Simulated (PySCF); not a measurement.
## Computed properties of GeF3Br, SMILES [F][Ge]([Br])([F])[F]

GeF3Br, SMILES [F][Ge]([F])([F])[Br]. Geometry: B3LYP-D3(BJ)/def2-SVP. One conformer was computed; it need not be the lowest. All values are computed for the isolated molecule unless a solvent is named; none is compared with measurement here.

**Structure.** The optimised structure has C3v symmetry. All 9 harmonic modes at B3LYP-D3(BJ)/def2-SVP (PySCF) are real, so it is a minimum. With heavy atoms numbered as in [F:1][Ge:2]([F:3])([F:4])[Br:5], the shortest bond between them is F1–Ge2 at 1.715 Å and the longest Ge2–Br5 at 2.260 Å.

**Vibrations.** The strongest infrared lines (harmonic, unscaled, degenerate partners summed) lie at 772 cm⁻¹ (156 km/mol, F 74 %, Ge 26 %), 348 cm⁻¹ (77 km/mol, Ge 53 %, Br 30 %, F 17 %), 725 cm⁻¹ (71 km/mol, F 88 %, Ge 12 %). The softest mode is at 150 cm⁻¹ and the zero-point energy is 5.2 kcal/mol.

**Electronic structure.** r2SCAN/def2-TZVP (PySCF) places the frontier levels at -8.86 and -3.03 eV, a gap of 5.83 eV, and gives a dipole moment of 1.65 D and a mean polarisability of 43.9 bohr³. PBE/def2-TZVP (PySCF) at the same geometry gives -8.47 and -3.30 eV, so its gap is 0.66 eV narrower. An orbital gap is neither the optical nor the fundamental gap.

**Excitations.** TDA-CAM-B3LYP/def2-SVPD (PySCF) has S1 at 5.95 eV (208 nm, f = 0.020, weak); the most intense of the 10 singlets computed lies at 8.36 eV (f = 0.22). Strengths of degenerate partners are summed. T1 (TDA) is at 5.36 eV, 0.59 eV under S1. TDA-PBE/def2-SVPD (PySCF) puts S1 at 5.27 eV. No vertical singlet excitation falls in the visible range (under 3.1 eV).

**NMR.** GIAO shifts at HF/pcSseg-1 (PySCF) (non-relativistic, atoms alike by connectivity averaged): ¹⁹F at -123.2 ppm against CFCl3. Without spin–orbit terms, shifts of atoms bonded to Cl or Br come out too high.
